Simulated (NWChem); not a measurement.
System: CH6N cation; SMILES C[NH3+]

Input file for NWChem:

```
start job
memory heap 200 mb stack 900 mb global 1100 mb
charge 1
geometry units angstroms
  C     -0.779416     0.108882    -0.018660
  N      0.690384    -0.096445     0.016528
  H     -1.231183    -0.550851    -0.756152
  H     -1.006398     1.139331    -0.283024
  H     -1.210165    -0.106849     0.956607
  H      0.912415    -1.069437     0.267092
  H      1.124584     0.525580     0.711765
  H      1.104508     0.105003    -0.903642
end
basis spherical
  * library 6-31g*
end
dft
  xc b3lyp
  iterations 150
end
driver
  maxiter 120
end
task dft optimize
task dft freq
```

Parts of the log:

```
             Northwest Computational Chemistry Package (NWChem) 7.3.0
             --------------------------------------------------------

 C3  symmetry detected

                             Geometry "geometry" -> ""
                             -------------------------

 Output coordinates in angstroms (scale by  1.889725989 to convert to a.u.)

  No.       Tag          Charge          X              Y              Z
 ---- ---------------- ---------- -------------- -------------- --------------
    1 C                    6.0000     0.00000000    -0.00000000     0.77922956
    2 N                    7.0000    -0.00000000     0.00000000    -0.70526005
    3 H                    1.0000    -1.00322606     0.19299523     1.15275825
    4 H                    1.0000     0.66875180     0.77232163     1.15275825
    5 H                    1.0000     0.33447425    -0.96531687     1.15275825
    6 H                    1.0000    -0.63014506    -0.72928723    -1.06561060
    7 H                    1.0000     0.94665380    -0.18107801    -1.06561060
    8 H                    1.0000    -0.31650874     0.91036525    -1.06561060

 Effective nuclear repulsion energy (a.u.)      48.0329360367

      Symmetry information
      --------------------

 Group name             C3
 Group number              5
 Group order               3
 No. of unique centers     4

                                Z-matrix (autoz)
                                --------

 Units are Angstrom for bonds and degrees for angles

      Type          Name      I     J     K     L     M      Value
      ----------- --------  ----- ----- ----- ----- ----- ----------
    1 Stretch                  1     2                       1.48449
    2 Stretch                  1     3                       1.08777
    3 Stretch                  1     4                       1.08777
    4 Stretch                  1     5                       1.08777
    5 Stretch                  2     6                       1.02898
    6 Stretch                  2     7                       1.02898
    7 Stretch                  2     8                       1.02898
    8 Bend                     1     2     6               110.49970
    9 Bend                     1     2     7               110.49970
   10 Bend                     1     2     8               110.49970
   11 Bend                     2     1     3               110.08360
   12 Bend                     2     1     4               110.08360
   13 Bend                     2     1     5               110.08360
   14 Bend                     3     1     4               108.85196
   15 Bend                     3     1     5               108.85196
   16 Bend                     4     1     5               108.85196
   17 Bend                     6     2     7               108.42345
   18 Bend                     6     2     8               108.42345
   19 Bend                     7     2     8               108.42345
   20 Torsion                  3     1     2     6         -60.06037
   21 Torsion                  3     1     2     7         179.93963
   22 Torsion                  3     1     2     8          59.93963
   23 Torsion                  4     1     2     6         179.93963
   24 Torsion                  4     1     2     7          59.93963
   25 Torsion                  4     1     2     8         -60.06037
   26 Torsion                  5     1     2     6          59.93963
   27 Torsion                  5     1     2     7         -60.06037
   28 Torsion                  5     1     2     8         179.93963

                           NWChem Geometry Optimization
                           ----------------------------

 maximum gradient threshold         (gmax) =   0.000450
 rms gradient threshold             (grms) =   0.000300
 maximum cartesian step threshold   (xmax) =   0.001800
 rms cartesian step threshold       (xrms) =   0.001200
 fixed trust radius                (trust) =   0.300000
 source of zmatrix                         =   autoz

          -------------------
          Energy Minimization
          -------------------

 Using diagonal initial Hessian
 Scaling for Hessian diagonals: bonds = 1.00  angles = 0.25  torsions = 0.10

          --------
          Step   0

                                 NWChem DFT Module
                                 -----------------

 Summary of "ao basis" -> "ao basis" (spherical)
 ------------------------------------------------------------------------------
       Tag                 Description            Shells   Functions and Types
 ---------------- ------------------------------  ------  ---------------------
 C                           6-31g*                  6       14   3s2p1d
 N                           6-31g*                  6       14   3s2p1d
 H                           6-31g*                  2        2   2s

      Symmetry analysis of basis
      --------------------------

        a          16
        e+         12
        e-         12

  Rotation of axis

            General Information
            -------------------
          SCF calculation type: DFT
          Wavefunction type:  closed shell.
          No. of atoms     :     8
          No. of electrons :    18
           Alpha electrons :     9
            Beta electrons :     9
          Charge           :     1
          Spin multiplicity:     1
          Use of symmetry is: on ; symmetry adaption is: on
          Maximum number of iterations: 150
          AO basis - number of functions:    40
                     number of shells:    24
          Convergence on energy requested:  1.00D-06
          Convergence on density requested:  1.00D-05
          Convergence on gradient requested:  5.00D-04

              XC Information
              --------------
                         B3LYP Method XC Potential
                     Hartree-Fock (Exact) Exchange  0.200
                        Slater Exchange Functional  0.800 local
                    Becke 1988 Exchange Functional  0.720 non-local
              Lee-Yang-Parr Correlation Functional  0.810
                  VWN I RPA Correlation Functional  0.190 local

             Grid Information
             ----------------
          Grid used for XC integration:  medium
          Radial quadrature: Mura-Knowles
          Angular quadrature: Lebedev.
          Tag              B.-S. Rad. Rad. Pts. Rad. Cut. Ang. Pts.
          ---              ---------- --------- --------- ---------
          C                   0.70       49           7.0       434
          N                   0.65       49           7.0       434
          H                   0.35       45           8.0       434
          Grid pruning is: on
          Number of quadrature shells:   188
          Spatial weights used:  Erf1

      Superposition of Atomic Density Guess
      -------------------------------------

 Sum of atomic energies:         -94.94338763

 Renormalizing density from      19.00 to     18

      Non-variational initial energy
      ------------------------------

 Total energy =     -92.645932
 1-e energy   =    -209.833326
 2-e energy   =      69.154458
 HOMO         =      -0.820682
 LUMO         =      -0.226735

      Symmetry analysis of molecular orbitals - initial
      -------------------------------------------------

  Numbering of irreducible representations:

     1 a           2 e+          3 e-

  Orbital symmetries:

     1 a           2 a           3 a           4 a           5 e+
     6 e+          7 a           8 e+          9 e+         10 a
    11 a          12 e+         13 e+         14 a          15 e+
    16 e+         17 a          18 e+         19 e+

   convergence    iter        energy       DeltaE   RMS-Dens  Diis-err
 ---------------- ----- ----------------- --------- --------- ---------
 d= 0,ls=0.0,diis     1    -96.1139669467 -1.44D+02  2.27D-02  9.52D-01
 d= 0,ls=0.0,diis     2    -96.0946613613  1.93D-02  1.32D-02  1.03D+00
 d= 0,ls=0.0,diis     3    -96.2105322446 -1.16D-01  1.79D-03  1.46D-02
 d= 0,ls=0.0,diis     4    -96.2117298976 -1.20D-03  6.73D-04  3.17D-03
 d= 0,ls=0.0,diis     5    -96.2120948595 -3.65D-04  3.27D-05  2.42D-06
 d= 0,ls=0.0,diis     6    -96.2120952031 -3.44D-07  3.98D-06  4.32D-08

[...]

      ----------------------
      Optimization converged
      ----------------------

  Step       Energy      Delta E   Gmax     Grms     Xrms     Xmax
  ---- ---------------- -------- -------- -------- -------- --------
@    4     -96.21307633 -4.0D-07  0.00001  0.00000  0.00030  0.00116
                                     ok       ok       ok       ok

                                Z-matrix (autoz)
                                --------

 Units are Angstrom for bonds and degrees for angles

      Type          Name      I     J     K     L     M      Value     Gradient
      ----------- --------  ----- ----- ----- ----- ----- ---------- ----------
    1 Stretch                  1     2                       1.51707    0.00001
    2 Stretch                  1     3                       1.08992   -0.00001
    3 Stretch                  1     4                       1.08992   -0.00001
    4 Stretch                  1     5                       1.08992   -0.00001
    5 Stretch                  2     6                       1.02833    0.00001
    6 Stretch                  2     7                       1.02833    0.00001
    7 Stretch                  2     8                       1.02833    0.00001
    8 Bend                     1     2     6               111.55570    0.00000
    9 Bend                     1     2     7               111.55570    0.00000
   10 Bend                     1     2     8               111.55570    0.00000
   11 Bend                     2     1     3               108.18681    0.00000
   12 Bend                     2     1     4               108.18681    0.00000
   13 Bend                     2     1     5               108.18681    0.00000
   14 Bend                     3     1     4               110.72452   -0.00000
   15 Bend                     3     1     5               110.72452   -0.00000
   16 Bend                     4     1     5               110.72452   -0.00000
   17 Bend                     6     2     7               107.30869   -0.00000
   18 Bend                     6     2     8               107.30869   -0.00000
   19 Bend                     7     2     8               107.30869   -0.00000
   20 Torsion                  3     1     2     6         -60.05381   -0.00000
   21 Torsion                  3     1     2     7         179.94619   -0.00000
   22 Torsion                  3     1     2     8          59.94619   -0.00000
   23 Torsion                  4     1     2     6         179.94619   -0.00000
   24 Torsion                  4     1     2     7          59.94619   -0.00000
   25 Torsion                  4     1     2     8         -60.05381   -0.00000
   26 Torsion                  5     1     2     6          59.94619   -0.00000
   27 Torsion                  5     1     2     7         -60.05381   -0.00000
   28 Torsion                  5     1     2     8         179.94619   -0.00000

                         Geometry "geometry" -> "geometry"
                         ---------------------------------

 Output coordinates in angstroms (scale by  1.889725989 to convert to a.u.)

  No.       Tag          Charge          X              Y              Z
 ---- ---------------- ---------- -------------- -------------- --------------
    1 C                    6.0000    -0.00000000     0.00000000     0.81457348
    2 N                    7.0000    -0.00000000     0.00000000    -0.70249677
    3 H                    1.0000    -1.01683762     0.19555800     1.15475512
    4 H                    1.0000     0.67777700     0.78282821     1.15475512
    5 H                    1.0000     0.33906062    -0.97838621     1.15475512
    6 H                    1.0000    -0.62534508    -0.72364183    -1.08030986
    7 H                    1.0000     0.93936475    -0.17974381    -1.08030986
    8 H                    1.0000    -0.31401967     0.90338564    -1.08030986

 Effective nuclear repulsion energy (a.u.)      47.5806746926

      Symmetry information
      --------------------

 Group name             C3
 Group number              5
 Group order               3
 No. of unique centers     4

                Final and change from initial internal coordinates
                --------------------------------------------------

                                Z-matrix (autoz)
                                --------

 Units are Angstrom for bonds and degrees for angles

[...]

 Rotational Constants
 --------------------
 A=   2.806172 cm-1  (  4.037365 K)
 B=   0.662751 cm-1  (  0.953530 K)
 C=   0.662751 cm-1  (  0.953530 K)

 Temperature                      =   298.15K
 frequency scaling parameter      =   1.0000

 Zero-Point correction to Energy  =   50.044 kcal/mol  (  0.079751 au)
 Thermal correction to Energy     =   52.210 kcal/mol  (  0.083203 au)
 Thermal correction to Enthalpy   =   52.803 kcal/mol  (  0.084146 au)

 Total Entropy                    =   55.868 cal/mol-K
   - Translational                =   36.310 cal/mol-K (mol. weight =  32.0500)
   - Rotational                   =   17.619 cal/mol-K (symmetry #  =        3)
   - Vibrational                  =    1.940 cal/mol-K

 Cv (constant volume heat capacity) =    9.709 cal/mol-K
   - Translational                  =    2.979 cal/mol-K
   - Rotational                     =    2.979 cal/mol-K
   - Vibrational                    =    3.750 cal/mol-K

[normal modes left out]

 ----------------------------------------------------------------------------
 Normal Eigenvalue ||           Projected Infra Red Intensities
  Mode   [cm**-1]  || [atomic units] [(debye/angs)**2] [(KM/mol)] [arbitrary]
 ------ ---------- || -------------- ----------------- ---------- -----------
    1       -0.000 ||    0.037123           0.856        36.189      11.396
    2       -0.000 ||    0.031118           0.718        30.335       9.553
    3        0.000 ||    0.003081           0.071         3.004       0.946
    4        0.000 ||    0.009712           0.224         9.468       2.982
    5        0.000 ||    0.029379           0.678        28.640       9.019
    6        0.000 ||    0.000651           0.015         0.635       0.200
    7      294.463 ||    0.000000           0.000         0.000       0.000
    8      921.993 ||    0.027458           0.633        26.767       8.429
    9      921.994 ||    0.027457           0.633        26.766       8.429
   10      927.051 ||    0.009560           0.221         9.319       2.935
   11     1286.945 ||    0.007411           0.171         7.225       2.275
   12     1286.946 ||    0.007411           0.171         7.225       2.275
   13     1477.949 ||    0.005393           0.124         5.257       1.656
   14     1519.199 ||    0.029748           0.686        29.000       9.132
   15     1519.200 ||    0.029749           0.686        29.001       9.133
   16     1565.185 ||    0.122297           2.821       119.222      37.544
   17     1705.121 ||    0.050968           1.176        49.686      15.647
   18     1705.121 ||    0.050968           1.176        49.686      15.647
   19     3115.580 ||    0.000105           0.002         0.102       0.032
   20     3220.324 ||    0.000869           0.020         0.847       0.267
   21     3220.325 ||    0.000870           0.020         0.848       0.267
   22     3388.872 ||    0.048186           1.112        46.975      14.793
   23     3473.434 ||    0.126138           2.910       122.965      38.723
   24     3473.434 ||    0.126137           2.910       122.965      38.723
 ----------------------------------------------------------------------------
```

Level: B3LYP/6-31G* (spherical d).
